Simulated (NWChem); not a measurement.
System: AlPH4; SMILES [AlH2][PH2]

Results from NWChem. Pople sets run with spherical d functions. All runs use the structure optimised with PBE0/def2-SVP. Vertical excitations in the gas phase; the lowest state need not have the same character in each row.

Task: Order these by “lowest excitation, singlet (eV)”, lowest first: B3LYP/6-31+G*, TDA; PBE0/6-31+G*, TDA; CAM-B3LYP/6-31+G*, TDA; PBE/6-31+G*, TDA.

Result: PBE/6-31+G*, TDA (4.10), B3LYP/6-31+G*, TDA (4.34), PBE0/6-31+G*, TDA (4.47), CAM-B3LYP/6-31+G*, TDA (4.61)
